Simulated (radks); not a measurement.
Exchange energies: the exact (Fock) value of the Kohn-Sham orbitals and density-functional approximations, as 100 (|E| - |E exact|)/|E exact|, negative where the magnitude is too small. Species: Cl7+ [Ne]; H 1s1. All-electron calculation, non-relativistic Kohn-Sham, exchange-only B88, spin-polarised, spherical densities, point nucleus. Program: a radial shooting solver on a logarithmic mesh with Libxc functionals. Every spin shell is full or empty, so the densities are truly spherical. Functionals are evaluated on that one density, not self-consistently.

functional           Cl7+          H
exact (hartree)  -24.4481  -0.307263
LDA                 -8.47     -14.01
revPBE              -0.31      -0.15
RPBE                -0.18      +0.09
PW91                -0.41      -1.31
OPTX                -0.05      -0.25
WC                  -1.88      -3.64
SOGGA               -3.86      -6.19
B86b                -0.18      -0.66
EV93                +1.17      +4.33
MS2                 -0.02      +0.33
Tao-Mo              -0.30      +0.33
MVS                 -0.21      +0.27
